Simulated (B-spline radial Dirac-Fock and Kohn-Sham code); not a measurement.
**Scattering functions of Ir²⁸⁺**

System: Ir²⁸⁺ in the configuration 1s2 2s2 2p6 3s2 3p6 3d10 4s2 4p6 4d10 4f3.

Input of the calculation (task.json; shells as n, l, electrons):

```json
{"items": [{
  "Z": 77,
  "q": 28,
  "cfg": [[1, 0, 2], [2, 0, 2], [2, 1, 6], [3, 0, 2], [3, 1, 6], [3, 2, 10], [4, 0, 2], [4, 1, 6], [4, 2, 10], [4, 3, 3]],
  "A": 193,
  "rrms": 5.4032,
  "do": ["scatter"],
  "s": [0.0, 0.05, 0.1, 0.15, 0.2, 0.25, 0.3, 0.35, 0.4, 0.45, 0.5, 0.6, 0.7, 0.8, 0.9, 1.0, 1.1, 1.2, 1.4, 1.6, 1.8, 2.0, 2.5, 3.0, 3.5, 4.0, 5.0, 6.0],
  "pz": [0, 0.1, 0.2, 0.3, 0.4, 0.5, 0.6, 0.8, 1.0, 1.2, 1.4, 1.6, 1.8, 2.0, 2.5, 3.0, 4.0, 5.0, 7.0, 10.0, 15.0, 20.0, 30.0, 40.0, 60.0, 100.0],
  "hv_scatter": [1000, 2000, 8047.8, 20000, 50000, 200000, 500000, 1000000]
}]}
```

Command: `python xray_run.py task.json out`

The computed values come from an atomic code on a B-spline grid: configuration-average Dirac-Fock orbitals. f₀ is the Fourier transform of the spherical electron density, S the Waller-Hartree incoherent function, and s = sin θ/λ. The electron scattering factor follows from the Mott-Bethe formula f_e = 0.023934 Å⁻¹·(Z − f₀)/s².

| s (Å⁻¹) | f₀ | S | f_e (Å) |
| --- | --- | --- | --- |
| 0 | 49.000 | 0.000 | – |
| 0.05 | 48.907 | 0.072 | 268.947 |
| 0.1 | 48.631 | 0.287 | 67.897 |
| 0.15 | 48.177 | 0.639 | 30.660 |
| 0.2 | 47.552 | 1.118 | 17.620 |
| 0.25 | 46.767 | 1.713 | 11.578 |
| 0.3 | 45.836 | 2.407 | 8.288 |
| 0.35 | 44.773 | 3.187 | 6.296 |
| 0.4 | 43.597 | 4.035 | 4.997 |
| 0.45 | 42.326 | 4.935 | 4.098 |
| 0.5 | 40.978 | 5.872 | 3.449 |
| 0.6 | 38.127 | 7.801 | 2.584 |
| 0.7 | 35.193 | 9.733 | 2.042 |
| 0.8 | 32.304 | 11.611 | 1.671 |
| 0.9 | 29.566 | 13.407 | 1.402 |
| 1 | 27.052 | 15.113 | 1.195 |
| 1.1 | 24.807 | 16.732 | 1.032 |
| 1.2 | 22.848 | 18.269 | 0.900 |
| 1.4 | 19.746 | 21.123 | 0.699 |
| 1.6 | 17.538 | 23.693 | 0.556 |
| 1.8 | 15.928 | 25.974 | 0.451 |
| 2 | 14.651 | 27.966 | 0.373 |
| 2.5 | 11.945 | 31.866 | 0.249 |
| 3 | 9.504 | 34.697 | 0.179 |
| 3.5 | 7.554 | 36.887 | 0.136 |
| 4 | 6.223 | 38.655 | 0.106 |
| 5 | 4.846 | 41.336 | 0.069 |
| 6 | 4.094 | 43.241 | 0.048 |

f₀ starts at the number of electrons, 49, and has fallen to half at s ≈ 1.12 Å⁻¹. The sum of ⟨r²⟩ over the electrons is 5.031 bohr². For an ion f_e diverges as s goes to zero, because of the net charge.
